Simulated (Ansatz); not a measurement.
Wavefunction ladder for Sb₂ (`[Sb]#[Sb]`)

```xyz
2

Sb   -0.711    0.995    0.154
Sb    0.711   -0.995   -0.154
```

The species carries charge 0 and has multiplicity 1. Correlated methods include outer-core shells of Sb, which these sets cover unevenly. Sb takes the def2 core potential. Geometry: relaxed with PBE0-D4/def2-TZVP. Frozen core, restricted reference, Ansatz.

| basis | HF (Eh) | MP2 corr. | CCSD corr. | (T) | CCSD(T) total |
| --- | --- | --- | --- | --- | --- |
| def2-SVP | -478.52906 | -0.22956 | ? | -0.01433 | ? |
| def2-TZVPP | -478.54229 | -0.68389 | ? | -0.02890 | ? |
| def2-QZVPP | -478.54498 | ? | ? | -0.03963 | ? |

Problem. Fill in the withheld values. (Estimate.)

Solution. The calculation gave: def2-SVP CCSD corr.: -0.23752; def2-SVP CCSD(T) total: -478.78091; def2-TZVPP CCSD corr.: -0.65067; def2-TZVPP CCSD(T) total: -479.22186; def2-QZVPP MP2 corr.: -1.16200; def2-QZVPP CCSD corr.: -1.06373; def2-QZVPP CCSD(T) total: -479.64834.
